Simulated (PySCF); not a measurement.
tert-butyl chloride (C₄H₉Cl), singlet, at a GFN2-xTB geometry; PySCF with TPSS/6-31G.

Here is a job for PySCF.
```python
from pyscf import gto, scf, dft

mol = gto.M(
    atom='''
C    -0.36790244    1.46695451   -0.68433856
C    -0.03401853    0.02110744   -0.34773461
C     1.29307953   -0.40182429   -0.96026537
C    -1.15961046   -0.91967164   -0.75175438
Cl    0.14210822   -0.08817371    1.45261835
H    -0.48214563    1.57440656   -1.76130522
H    -1.29575694    1.76770098   -0.20375897
H     0.42549780    2.13111715   -0.35008832
H     2.09465859    0.25313630   -0.62737382
H     1.53905181   -1.42175600   -0.67468506
H     1.22787094   -0.34954132   -2.04537780
H    -1.29722604   -0.88267629   -1.83071125
H    -2.09136341   -0.63067715   -0.27150675
H    -0.92571546   -1.94215328   -0.46514734
''',
    basis='6-31g',
    verbose=5,
)

mf = dft.RKS(mol)
mf.xc = 'tpss'
mf.kernel()
mf.analyze()
```

Output, abridged:

```
PySCF version 2.14.0

[INPUT] verbose = 5
[INPUT] max_memory = 4000
[INPUT] num. atoms = 14
[INPUT] num. electrons = 50
[INPUT] charge = 0
[INPUT] spin (= nelec alpha-beta = 2S) = 0
[INPUT] symmetry False subgroup None
[INPUT] Mole.unit = angstrom
[INPUT] Symbol           X                Y                Z      unit          X                Y                Z       unit  Magmom
[...]
[INPUT] ---------------- BASIS SET ----------------
[INPUT] l, kappa, [nprim/nctr], expnt,             c_1 c_2 ...
[INPUT] H
[...]
                                2.8253937         0.23472695
                                0.6401217         0.81375733
[...]
[INPUT] C
[...]
                                457.36951         0.0140373
                                103.94869         0.0688426
                                29.210155         0.2321844
                                9.286663          0.4679413
                                3.163927          0.362312
[...]
                                1.8812885         -0.1608542
                                0.5442493         1.1434564
[...]
                                1.8812885         0.316424
                                0.5442493         0.7443083
[...]
[INPUT] Cl
[...]
                                3780.35           0.014034
                                860.474           0.069097
                                242.145           0.237452
                                77.3349           0.483034
                                26.247            0.339856
[...]
                                116.984           -0.030714
                                37.4153           -0.112528
                                13.7834           0.045016
                                5.45215           0.589353
                                2.22588           0.465206
[...]
                                1.14427           0.061589
                                0.420377          1.06018
[...]
                                116.984           0.030318
                                37.4153           0.12988
                                13.7834           0.327951
                                5.45215           0.453527
                                2.22588           0.252154
[...]
                                1.14427           0.323572
                                0.420377          0.743507
[...]
nuclear repulsion = 242.213522133796
number of shells = 45
number of NR pGTOs = 170
number of NR cGTOs = 67
[...]
converged SCF energy = -618.036302990331
Total Energy =                        -618.036302990330569
[...]
1 C 2py          0.07277  -0.00101
1 C 2pz          0.00249   0.01663
1 C 3px          0.00242   0.00703
1 C 3py          0.00887  -0.00436
1 C 3pz          0.00028   0.07182
2 C 1s          -0.00020  -0.00053
2 C 2s          -0.00130  -0.00518
2 C 3s          -0.04042  -0.23122
2 C 2px         -0.00558  -0.04858
2 C 2py         -0.00754   0.01550
2 C 2pz          0.00161   0.02193
2 C 3px         -0.05123  -0.02018
2 C 3py         -0.19123   0.00830
2 C 3pz         -0.00299  -0.05699
3 C 1s          -0.00292  -0.00053
3 C 2s          -0.01926  -0.00518
3 C 3s          -0.59864  -0.23128
3 C 2px          0.03965   0.04112
3 C 2py          0.02570   0.03443
3 C 2pz          0.02025   0.01431
3 C 3px         -0.04740   0.00563
3 C 3py         -0.19498   0.01374
3 C 3pz          0.04613  -0.05918
4 Cl 1s          0.00000  -0.00030
4 Cl 2s         -0.00000   0.00196
4 Cl 3s         -0.00000   0.00141
4 Cl 4s         -0.00000   0.05392
4 Cl 2px        -0.00007  -0.00017
4 Cl 2py        -0.00025   0.00011
4 Cl 2pz        -0.00001  -0.00178
4 Cl 3px        -0.00059  -0.00157
4 Cl 3py        -0.00217   0.00097
4 Cl 3pz        -0.00007  -0.01601
4 Cl 4px        -0.01105  -0.01192
4 Cl 4py        -0.04088   0.00739
4 Cl 4pz        -0.00140  -0.12182
5 H 1s          -0.00790   0.00848
5 H 2s           0.14350  -0.05810
6 H 1s          -0.00404   0.00953
6 H 2s           0.12487  -0.06714
7 H 1s          -0.00411   0.00953
7 H 2s           0.11396  -0.06714
8 H 1s           0.00018   0.00953
8 H 2s          -0.01966  -0.06714
9 H 1s           0.00033   0.00953
9 H 2s           0.00455  -0.06713
10 H 1s          0.00050   0.00848
10 H 2s         -0.00906  -0.05809
11 H 1s          0.00740   0.00848
11 H 2s         -0.13441  -0.05811
12 H 1s          0.00377   0.00953
12 H 2s         -0.11848  -0.06714
13 H 1s          0.00386   0.00953
13 H 2s         -0.10523  -0.06715
 ** Mulliken pop on meta-lowdin orthogonal AOs  **
 ** Mulliken pop  **
 ** Mulliken atomic charges  **
charge of    0C =     -0.31117
charge of    1C =      0.10169
charge of    2C =     -0.31117
charge of    3C =     -0.31117
charge of    4Cl =     -0.17309
charge of    5H =      0.10771
charge of    6H =      0.11364
charge of    7H =      0.11363
charge of    8H =      0.11364
charge of    9H =      0.11363
charge of   10H =      0.10770
charge of   11H =      0.10770
charge of   12H =      0.11364
charge of   13H =      0.11363
Dipole moment(X, Y, Z, Debye): -0.24003,  0.14884, -2.45265
```
